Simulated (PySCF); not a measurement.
# One molecule, several mistakes: AlCGeH6O

These are calculations, not measurements. The program is PySCF 2.14.0, an open-source quantum chemistry code, run on an isolated molecule that a program drew, which may never have been made. The molecule is AlCGeH6O (charge 0, doublet), drawn as the SMILES string `O[CH][GeH2][AlH2]`.

Each row is a Hartree-Fock (HF) and frozen-core CCSD(T) single point in the cc-pV(D+d)Z basis, meant for a local HF minimum. Run 1 is clean. Each other run has one planted mistake out of seven kinds, and not every kind appears here: one electron removed, one electron added, multiplicity raised by two, geometry at a saddle point, minimal basis STO-3G, one bond length entered in bohr, all coordinates scaled. The reference is restricted for singlets and unrestricted otherwise, and also for a bond in bohr. Adding or removing an electron swaps singlet and doublet. Electrons count all cores. HOMO and LUMO are orbital energies over both spins, the gradient is its largest component, and the lowest frequency (negative if imaginary) is given only where the gradient is small. Bond lengths are over the 9 bonds as drawn. T1 is the CCSD diagnostic: over 0.02 (restricted) or 0.045 (unrestricted) a single reference is doubtful. Germanium has the cc-pVDZ-PP basis, with a core potential (ECP10MDF) in place of its 10 inner electrons, and its 3s, 3p and 3d shells are frozen in CCSD(T).

Geometry of the clean run:
```xyz
10
AlCGeH6O, angstrom
O    -1.1461   -3.4744    0.8181
C    -0.4442   -2.3246    1.0370
Ge    0.3851   -1.3406   -0.4411
Al   -1.3663   -0.1502   -1.8000
H    -0.7406   -3.9768    0.1266
H    -0.8055   -1.8178    1.9269
H     1.4263   -0.3950    0.1759
H     1.1411   -2.3935   -1.2789
H    -2.1057   -0.9032   -2.9791
H    -1.7918    1.3321   -1.4462
```

```
run  electrons  basis functions  <S^2>  HOMO (eV)  LUMO (eV)  gradient (hartree/bohr)  lowest frequency (cm^-1)  mean bond (Å)  longest bond (Å)      T1  HF (hartree)  CCSD(T) (hartree)                     mistake
  1         65              104  0.768      -8.25       0.63                  2.1e-05                        39         1.5685             2.516  0.0192    -651.45646         -651.99047                    no fault
  2         65              104  0.771      -7.65       0.89                  1.1e-01                         -         1.4383             2.307  0.0195    -651.38286         -651.90813      all coordinates scaled
  3         65              104  3.773      -5.80      -2.35                  3.4e-02                         -         1.5685             2.516  0.0237    -651.31817         -651.84619  multiplicity raised by two
  4         64              104  0.000     -15.21      -5.16                  8.4e-02                         -         1.5685             2.516  0.0247    -651.20844         -651.74451        one electron removed
  5         65              104  1.722      -7.79       0.47                  1.1e-02                         -         1.8173             4.755  0.0243    -651.36839         -651.87983                           ?
```

**Which mistake was planted in run 5, and what did it cost?**

The mean bond changes by a factor of 1.159 and the longest by 1.890, so the molecule wasn't scaled as a whole. A length L in bohr read as angstrom grows by (1/0.5292 - 1) L = 0.890 L. The 9 bonds together grew by 9 x 0.2488 = 2.239 Å, which gives L = 2.517 Å. That is bond Ge3-Al4, 2.516 Å in the clean geometry. So the mistake is: one bond length entered in bohr. Subtracting run 1 and multiplying by 627.51 kcal/mol a hartree, the energy moved by 55.3 kcal/mol in HF and 69.4 kcal/mol in CCSD(T).

Cautions from the logs. Run 4: T1 is over the limit, so its CCSD(T) energy is less reliable.
